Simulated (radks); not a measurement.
Numerical settings for the rubidium ion Rb2+, [Ar] 3d10 4s2 4p5. All-electron calculation, Dirac Kohn-Sham, PBE, spin-unpolarised, spherical densities, finite nucleus; open shells fill j = l - 1/2 first; Fermi nuclear charge, rms radius 4.2036 fm. Program: a radial shooting solver on a logarithmic mesh with Libxc functionals. The defaults (mesh step 0.008 in ln r, mesh end at 40 bohr or more with all orbitals vanishing there, Anderson mixing 0.5 over 9 steps, residual threshold near 1e-9 with the energy settled to 1e-9 hartree or 1e-11 of itself, here a cap of 85 iterations) give E = -2980.2697 hartree and 4p3/2 at -33.385 eV in 14 iterations. Times are rough (one thread of a shared host). Changes against that run (0 stands for a change within the tolerance of the run):

setting                    iterations         converged  E (mhartree)  e(4p3/2) (meV)  CPU (s)
mesh step in ln r 0.2               4                no      diverged               -     0.02
mesh step in ln r 0.005            15               yes             0               0      0.2
mesh step in ln r 0.03             14               yes             0               0     0.05
mesh end (bohr) 400                14               yes             0               0     0.13
mesh end (bohr) 2                  14  level above zero      +6.1e+03       +4.28e+04     0.09
residual threshold 0.1              8               yes     +0.000277              +8     0.09
residual threshold 0.001            8               yes     +0.000277              +8     0.09
mixing 2.5                         16               yes             0               0     0.14
linear mixing, mixing 0.8          37               yes             0               0     0.27
linear mixing, mixing 0.5          30               yes             0               0     0.21
mixing history 3                   16               yes             0               0     0.14
iteration cap 5                     5                no        +0.976            +337     0.05

Settled on a wrong energy, with an occupied level pushed above zero by the early mesh end: mesh end (bohr) 2 (+6.1 hartree). Apart from these: no run marked as converged misses the energy by more than 1 mhartree. A mesh that ends early acts as a hard wall.
